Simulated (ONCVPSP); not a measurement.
**What one change does to a pseudopotential (bismuth, ONCV)**

ONCVPSP 4.0.1 input, shortened (lines: element, Z, core and valence counts, functional; n l f; lmax; l rc ep ncon nbas qcut; lloc lpopt rc5 dvloc0; l nproj debl; icmod fcfact rcfact), BLYP, scalar-relativistic:

```
  Bi 83.00   10    5  -106131      upf
    1    0    2.00
    2    0    2.00
    2    1    6.00
    3    0    2.00
    3    1    6.00
    3    2   10.00
    4    0    2.00
    4    1    6.00
    4    2   10.00
    4    3   14.00
    5    0    2.00
    5    1    6.00
    5    2   10.00
    6    0    2.00
    6    1    3.00
    2
    0    1.10    0.00    3    8    9.80
    1    1.60    0.00    5    8    9.90
    2    1.45    0.00    4    9    9.90
    4    5    1.00   -1.00
    0    3    3.70
    1    2    2.70
    2    3    3.80
    3    4.75    1.45
```

Change: p: qcut 6.7.

Cutoffs: the cutoffs (Ha) at which the residual kinetic energy of the hardest occupied pseudo-wave falls to 1 and 0.1 mHa per electron; they do not see the model core or the augmentation charge, which bear on the density cutoff. Errors are all-electron minus pseudo energies relative to the spin-unpolarised reference configuration.

What does the change do?

The potential gets harder (41 Ha and 47 Ha → 41 Ha and 56 Ha); the errors of the 4 common tests hardly move; neither file shows a bound ghost.

```csv
quantity,base,changed
"cutoff, loose",41 Ha,41 Ha
"cutoff, tight",47 Ha,56 Ha
loose cutoff by channel,"s 41 Ha, p 34 Ha, d 27 Ha","s 41 Ha, p 18 Ha, d 27 Ha"
bound ghosts,none,none
GHOST(+) flags under 300 eV,none,none
"error for 5s2 5p6 5d10 6s2 6p2, meV [ΔE 7.82 eV]",-3.6,-3.6
"error for 5s2 5p6 5d10 6s2 6p1, meV [ΔE 23.04 eV]",-11,-11
"error for 5s2 5p6 5d10 6s2 6p0, meV [ΔE 46.46 eV]",-24,-25
"error for 5s2 5p6 5d9 6s2 6p3, meV [ΔE 33.08 eV]",-19,-18
s: phases at 1.12 bohr within 0.05 rad from the reference energy up to (Ha; the scan ends near 5),to the end of the scan,to the end of the scan
p: phases at 1.62 bohr within 0.05 rad from the reference energy up to (Ha; the scan ends near 5),to the end of the scan,to the end of the scan
d: phases at 1.47 bohr within 0.05 rad from the reference energy up to (Ha; the scan ends near 5),to the end of the scan,to the end of the scan
"rms error of d²Exc/dni dnj with the model core, mHa",0.75,0.84
```
